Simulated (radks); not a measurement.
Pd2+, configuration [Kr] 4d8.

All-electron calculation, scalar-relativistic Kohn-Sham, r2SCAN, spin-polarised, spherical densities, finite nucleus; open shells are filled with parallel spins first (spin-orbit coupling, left out, can overturn this in heavy ions); meta-GGA in the generalised Kohn-Sham scheme; Fermi nuclear charge, rms radius 4.5318 fm. Program: a radial shooting solver on a logarithmic mesh with Libxc functionals.

Energy parts (hartree):
| part | energy |
|---|---|
| total | -5045.42891 |
| kinetic | 5233.51147 |
| electron-nucleus | -12151.83138 |
| Hartree | 2016.55459 |
| exchange-correlation | -143.66358 |

Orbitals (lengths in bohr, moments of r in powers of bohr; <r^-3> diverges for s and p1/2):
| orbital | occ. | eigenvalue (hartree) | <r> | <1/r> | <r^4> | <r^-3> |
|---|---|---|---|---|---|---|
| 1s down | 1 | -890.7889 | 0.03186 | 48.23 | 4.893e-06 | - |
| 1s up | 1 | -890.7886 | 0.03186 | 48.23 | 4.893e-06 | - |
| 2s up | 1 | -131.3684 | 0.1383 | 10.96 | 0.0008753 | - |
| 2s down | 1 | -131.3492 | 0.1383 | 10.96 | 0.0008751 | - |
| 2p up | 3 | -117.7701 | 0.1206 | 10.58 | 0.0006286 | 3504 |
| 2p down | 3 | -117.7560 | 0.1206 | 10.58 | 0.0006284 | 3505 |
| 3s up | 1 | -24.66113 | 0.3784 | 3.840 | 0.04124 | - |
| 3s down | 1 | -24.65654 | 0.3784 | 3.839 | 0.04122 | - |
| 3p up | 3 | -20.15549 | 0.3781 | 3.652 | 0.04451 | 620.6 |
| 3p down | 3 | -20.14882 | 0.3781 | 3.651 | 0.04447 | 620.1 |
| 3d up | 5 | -13.01992 | 0.3576 | 3.418 | 0.04395 | 84.06 |
| 3d down | 5 | -13.00553 | 0.3576 | 3.417 | 0.04387 | 84.00 |
| 4s up | 1 | -4.18315 | 0.9466 | 1.448 | 1.545 | - |
| 4s down | 1 | -4.11298 | 0.9450 | 1.452 | 1.537 | - |
| 4p up | 3 | -2.89052 | 1.036 | 1.302 | 2.365 | 98.37 |
| 4p down | 3 | -2.81683 | 1.035 | 1.305 | 2.365 | 99.07 |
| 4d up | 5 | -1.04197 | 1.358 | 0.9802 | 9.010 | 8.216 |
| 4d down | 3 | -0.97018 | 1.375 | 0.9731 | 9.792 | 8.133 |
| 5s up | 0 | -0.73113 | 2.568 | 0.5022 | 83.10 | - |
| 5s down | 0 | -0.70024 | 2.632 | 0.4868 | 91.73 | - |
| 5p up | 0 | -0.49327 | 3.145 | 0.4041 | 191.7 | 9.396 |
| 5p down | 0 | -0.47658 | 3.224 | 0.3911 | 211.1 | 8.479 |

The highest occupied level is 4d down at -26.400 eV. The electron density at the nucleus is 1.359e+05 e/bohr^3 (large components only). Summed over all electrons, <r^2> = 30.18 bohr^2, which gives a Langevin (diamagnetic) susceptibility term of -23.9 x 10^-6 cm^3/mol.
